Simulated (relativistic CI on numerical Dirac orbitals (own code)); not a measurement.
# How well does a small relativistic CI reproduce Ni III?

Calculated at this level of theory: Dirac-Coulomb-Breit CI, orbitals from a KLI potential per configuration, model QED, valence Slater integrals scaled by 0.85, P86 correlation estimate, and configurations built on the next ion tied to the tabulated ionisation energy (semi-empirical) (own radial code, finite nucleus).

Configurations in the expansion (outside the closed core [Ne] 3s2): 3p6.3d8, 3p6.3d7.4s, 3p6.3d7.4p, 3p6.3d7.4d, 3p6.3d7.5s, 3p6.3d7.4f, 3p6.3d6.4s2, 3p6.3d7.5p, 3p6.3d6.4s.4p, 3p6.3d7.5d, 3p6.3d7.5f, 3p6.3d7.5g, 3p6.3d6.4p2, 3p6.3d6.4s.5s, 3p5.3d9. Levels of other configurations are missing.

| Configuration | Term (tabulated) | J | Measured (cm⁻¹) | Computed | Error | Purity (%) |
| --- | --- | --- | --- | --- | --- | --- |
| 3p6.3d8 | 3F | 4 | 0.0 | 0 | 0 | 100 |
| 3p6.3d8 | 3F | 3 | 1360.7 | 1296 | -65 | 100 |
| 3p6.3d8 | 3F | 2 | 2269.6 | 2171 | -98 | 99 |
| 3p6.3d8 | 1D | 2 | 14031.6 | 14731 | 700 | 85 |
| 3p6.3d8 | 3P | 2 | 16661.6 | 17324 | 662 | 85 |
| 3p6.3d8 | 3P | 1 | 16977.8 | 17648 | 671 | 99 |
| 3p6.3d8 | 3P | 0 | 17230.7 | 17898 | 667 | 99 |
| 3p6.3d8 | 1G | 4 | 23108.7 | 22578 | -531 | 100 |
| 3p6.3d8 | 1S | 0 | 52532.0 | 53896 | 1364 | 99 |
| 3p6.3d7.4s | 5F | 5 | 53703.9 | 59311 | 5607 | 100 |
| 3p6.3d7.4s | 5F | 4 | 54657.8 | 60242 | 5584 | 99 |
| 3p6.3d7.4s | 5F | 3 | 55406.3 | 60972 | 5566 | 99 |
| 3p6.3d7.4s | 5F | 2 | 55952.2 | 61505 | 5553 | 100 |
| 3p6.3d7.4s | 5F | 1 | 56308.2 | 61853 | 5545 | 100 |
| 3p6.3d7.4s | 3F | 4 | 61338.6 | 67272 | 5933 | 99 |
| 3p6.3d7.4s | 3F | 3 | 62605.6 | 68513 | 5908 | 99 |
| 3p6.3d7.4s | 3F | 2 | 63471.9 | 69365 | 5893 | 99 |
| 3p6.3d7.4s | 5P | 3 | 71067.4 | 77736 | 6669 | 99 |
| 3p6.3d7.4s | 5P | 2 | 71384.1 | 78064 | 6679 | 97 |
| 3p6.3d7.4s | 5P | 1 | 71842.4 | 78498 | 6656 | 98 |
| 3p6.3d7.4s | 3G | 5 | 75123.6 | 79759 | 4635 | 98 |
| 3p6.3d7.4s | 3G | 4 | 75646.6 | 80274 | 4627 | 96 |
| 3p6.3d7.4s | 3G | 3 | 76237.2 | 80847 | 4609 | 100 |
| 3p6.3d7.4s | 3P | 2 | 78303.5 | 85242 | 6939 | 91 |
| 3p6.3d7.4s | 3P | 1 | 78482.4 | 85507 | 7025 | 87 |
| 3p6.3d7.4s | 3P | 0 | 78657.6 | 85710 | 7052 | 100 |
| 3p6.3d7.4s | 1G | 4 | 79250.1 | 84024 | 4774 | 90 |
| 3p6.3d7.4s | 3P | 1 | 79749.2 | 86684 | 6935 | 91 |
| 3p6.3d7.4s | 3P | 0 | 80621.1 | 87576 | 6955 | 100 |
| 3p6.3d7.4s | 3H | 6 | 81686.8 | 85754 | 4067 | 100 |
| 3p6.3d7.4s | 3D † | 3 | 82172.6 | 87941 | 5768 | 99 |
| 3p6.3d7.4s | 3H | 5 | 82193.8 | 86256 | 4062 | 97 |
| 3p6.3d7.4s | 3D † | 1 | 82277.3 | 88713 | 6435 | 63 |
| 3p6.3d7.4s | 3H | 4 | 82826.4 | 86907 | 4080 | 91 |
| 3p6.3d7.4s | 3D † | 2 | 83033.4 | 88879 | 5845 | 84 |
| 3p6.3d7.4s | 1P | 1 | 84604.1 | 91225 | 6621 | 69 |
| 3p6.3d7.4s | 1H | 5 | 85834.2 | 90082 | 4248 | 98 |
| 3p6.3d7.4s | 1D | 2 | 86645.9 | 92568 | 5922 | 92 |
| 3p6.3d7.4s | 3F | 2 | 97841.6 | 103614 | 5773 | 99 |
| 3p6.3d7.4s | 3F | 3 | 97995.8 | 103763 | 5767 | 99 |
| 3p6.3d7.4s | 3F | 4 | 98237.9 | 103994 | 5756 | 100 |
| 3p6.3d7.4s | 1F | 3 | 101954.9 | 107828 | 5873 | 99 |
| 3p6.3d7.4p | 5F° | 5 | 110212.8 | 114213 | 4001 | 95 |
| 3p6.3d7.4p | 5F° | 4 | 110371.4 | 114420 | 4048 | 60 |
| 3p6.3d7.4p | 5F° | 3 | 111221.2 | 115235 | 4013 | 75 |
| 3p6.3d7.4p | 5D° | 4 | 111898.6 | 115852 | 3953 | 62 |
| 3p6.3d7.4p | 5G° | 6 | 112787.9 | 116687 | 3900 | 100 |
| 3p6.3d7.4p | 5D° | 3 | 112935.4 | 116873 | 3937 | 77 |
| 3p6.3d7.4p | 5G° | 5 | 113140.9 | 117132 | 3991 | 85 |
| 3p6.3d7.4p | 5D° | 0 | 114295.4 | 118229 | 3933 | 99 |
| 3p6.3d7.4p | 3G° | 5 | 115272.3 | 119547 | 4275 | 89 |
| 3p6.3d7.4p | 3F° | 4 | 116191.9 | 120523 | 4331 | 77 |
| 3p6.3d7.4p | 3G° | 4 | 116674.4 | 120953 | 4279 | 73 |
| 3p6.3d7.4p | 3F° | 3 | 117250.8 | 121545 | 4294 | 75 |
| 3p6.3d7.4p | 3G° | 3 | 117606.4 | 121866 | 4260 | 77 |
| 3p6.3d7.4p | 3F° | 2 | 118114.9 | 122403 | 4288 | 96 |
| 3p6.3d7.4p | 3D° | 3 | 118745.2 | 123138 | 4393 | 93 |
| 3p6.3d7.4p | 3D° | 2 | 119669.5 | 124075 | 4405 | 96 |
| 3p6.3d7.4p | 3D° | 1 | 120272.3 | 124676 | 4403 | 99 |
| 3p6.3d7.4s | 3D | 1 | 121192.9 | 127277 | 6084 | 99 |
| 3p6.3d7.4s | 3D | 2 | 121411.6 | 127484 | 6073 | 99 |
| 3p6.3d7.4s | 3D | 3 | 121802.4 | 127848 | 6046 | 99 |

Measured levels from Corliss and Sugar, J. Phys. Chem. Ref. Data 10, 197 (1981); pairs were made by configuration, J and term (by order where the table uses no LS term), so strongly mixed levels may be paired wrongly.

Mean error by configuration (cm⁻¹): 3p6.3d8 421; 3p6.3d7.4s 5743; 3p6.3d7.4p 4159. Over the excited levels the mean absolute error is 4569 cm⁻¹ (61 of the 61 excited levels that our extract of the source holds in range could be paired), and the median relative error of those above 1,000 cm⁻¹ is 5 %. † marks terms whose computed intervals miss the measured ones by more than a factor of 2.5, or configurations far off the rest, from wrong mixing, a near crossing or a doubtful label or measurement; they are left out of the means.
